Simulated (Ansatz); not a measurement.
Species, as SMILES: Br (HBr).
Atoms: Br1, H2. Bonds: Br1-H2.

Basis-set convergence of the highest harmonic wavenumber at HF with Ansatz (a quantum-chemistry and plane-wave program). Each level at its own minimum, finite differences of forces, unscaled; the reference is a large set that could be run, not a limit. All functions are spherical. The program fits the integrals of some runs and decomposes those of others, by size. No added dispersion term, no relativity. Reference: the value in def2-QZVPPD, 2797 cm⁻¹, itself unsure by roughly 1 cm⁻¹ (its mean distance from pcseg-3, def2-QZVPP, cc-pVQZ). Deviations are taken from unrounded values.

```csv
basis,functions,highest harmonic wavenumber (cm⁻¹),minus reference (cm⁻¹)
def2-SV(P),34,2762,-35
def2-SVP,37,2825,28
def2-SVPD,49,2818,21
def2-TZVP,54,2793,-4
def2-TZVPP,62,2793,-3
def2-TZVPD,66,2798,1
def2-TZVPPD,74,2797,0
def2-QZVP,105,2797,0
def2-QZVPP,119,2796,0
def2-QZVPPD,131,2797,0
```

The smallest set listed that lies within 10 cm⁻¹ of the reference with all its larger relatives (same family, alike in diffuse functions; a set with none counts only in the reference's own line) is def2-TZVP (54 functions, -4 cm⁻¹ off).
